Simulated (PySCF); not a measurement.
Polarisability and C₆ of V²⁺ (vanadium, charge +2)

[Ar] 3d3, high-spin 4F determinant. Calculation: PySCF 2.14, in ANO-RCC-VTZP (6s5p3d2f1g, 59 functions); scalar relativity by spin-free X2C-1e. Coupled (time-dependent) response in atomic units; α is the mean over directions. The basis has no added diffuse functions, which lowers α and C₆.

| method | mean α (bohr³) | C₆ (like pair) | S(−4) |
| --- | --- | --- | --- |
| UHF | 3.883 | 11.78 | 8.609 |
| PBE | 4.810 | 14.52 | 19.34 |
| PBE0 | 4.450 | 13.46 | 14.50 |
| M06-2X | 4.326 | 13.04 | 12.91 |

S(−4) is the Cauchy moment in α(ω) = α(0) + S(−4) ω² + …

α(iu) at M06-2X:

```tsv
u (hartree)	α(iu) (bohr³)
0	4.326
0.0500	4.295
0.100	4.205
0.200	3.911
0.300	3.570
0.500	2.978
0.750	2.443
1.00	2.041
1.50	1.460
2.00	1.074
3.00	0.6341
5.00	0.2893
```

For an ion, C₆ is the dispersion term alone; charge-induced terms of lower order in 1/R come first.
